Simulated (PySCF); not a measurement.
# What a mistake does to a calculation on BCH6Si

Calculated results; nothing here was measured. They come from PySCF 2.14.0, an open-source quantum chemistry program, on an isolated molecule that a program drew, which may never have been made. The molecule is BCH6Si (charge 0, doublet), drawn as the SMILES string `[BH]C[SiH3]`.

Each row is a Hartree-Fock (HF) and frozen-core CCSD(T) single point in the cc-pV(D+d)Z basis, meant for a local HF minimum. Run 1 is clean. Each other run has one planted mistake out of seven kinds, and not every kind appears here: one electron removed, one electron added, multiplicity raised by two, geometry at a saddle point, minimal basis STO-3G, one bond length entered in bohr, all coordinates scaled. The reference is restricted for singlets and unrestricted otherwise, and also for a bond in bohr. Adding or removing an electron swaps singlet and doublet. Electrons count all cores. HOMO and LUMO are orbital energies over both spins, the gradient is its largest component, and the lowest frequency (negative if imaginary) is given only where the gradient is small. Bond lengths are over the 8 bonds as drawn. T1 is the CCSD diagnostic: over 0.02 (restricted) or 0.045 (unrestricted) a single reference is doubtful.

Geometry of the clean run:
```xyz
9
BCH6Si, angstrom
B    -1.2859   -0.8838   -0.1975
C    -0.0863    0.0030    0.2244
Si   -0.6347    1.7669    0.6681
H    -1.7795   -0.9622   -1.2879
H     0.4331   -0.3762    1.1103
H     0.6400    0.1195   -0.5905
H     0.5607    2.5624    1.0294
H    -1.5663    1.7564    1.8191
H    -1.3079    2.4125   -0.4830
```

```
run  electrons  basis functions  <S^2>  HOMO (eV)  LUMO (eV)  gradient (hartree/bohr)  lowest frequency (cm^-1)  mean bond (Å)  longest bond (Å)      T1  HF (hartree)  CCSD(T) (hartree)                     mistake
  1         31               81  0.753      -8.86       2.02                  3.1e-05                       119         1.4106             1.900  0.0118    -354.91490         -355.28514                    no fault
  2         31               81  3.764      -6.63      -2.57                  1.1e-01                         -         1.4106             1.900  0.0474    -354.71312         -355.07996  multiplicity raised by two
  3         32               81  0.000       0.83       8.43                  4.1e-02                         -         1.4106             1.900  0.0156    -354.83772         -355.24719          one electron added
  4         31               25  0.752      -7.18       7.03                  2.5e-02                         -         1.4106             1.900  0.0059    -350.79014         -350.95227                           ?
```

**Which mistake was planted in run 4, and what did it cost?**

It has 25 basis functions where the clean run has 81, with the same electrons and geometry. So the mistake is: minimal basis STO-3G. Subtracting run 1 and multiplying by 627.51 kcal/mol a hartree, the energy moved by 2588.3 kcal/mol in HF and 2718.9 kcal/mol in CCSD(T).

Cautions from the logs. Run 2: T1 is over the limit, so its CCSD(T) energy is less reliable; run 3: the HOMO is above zero, so the electron isn't bound and the energy depends on the basis.
